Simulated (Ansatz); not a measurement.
Computed with Ansatz on PBE0-D4/def2-TZVP structures; ΔE is electronic, products minus reactants. CCSD(T)/CBS adds triple-zeta CCSD(T) − MP2 to the extrapolated MP2 energy (def2 sets, frozen cores). This one scheme is used for every species. DFT in def2-TZVPP. For Br outer-core shells are correlated without core-valence functions, which leaves a few kJ/mol of doubt a bond. Scalar relativity is left out up to krypton.

Reaction (ligand exchange at the Al–F bond): `[F][AlH][F]` + HBr → `[F][AlH][Br]` + H–F

```tsv
level	ΔE (eV)
PBE-D4	0.22
CCSD/def2-SVP	0.34
```

What does CCSD(T)/CBS give? (Estimate.)

The calculation gave: +0.23 eV. The listed levels differ from it by -0.01, 0.11 eV.

What do rigid-rotor, harmonic-oscillator terms from PBE0-D4/def2-TZVP frequencies (298.15 K, 1 bar) make of the CCSD(T)/CBS value? (An estimate is asked.)

The calculation gave: ΔZPE = +0.06 eV, ΔH = +0.29 eV, ΔS = 5 J/(mol·K), ΔG = +0.28 eV.

Largest T1 diagnostic among the species: 0.013.

From BLYP to BHLYP (50 % exact exchange), in def2-TZVPP and without D4, ΔE moves by −0.09 eV. The D4 term adds −0.04 eV with B3LYP and −0.02 eV with PBE0; it sums over pairs of atoms, weighted by their polarisabilities, and B3LYP, whose exchange is more repulsive, gets the larger term.

B3LYP here is the variant with VWN-RPA as its local correlation; programs differ in this.
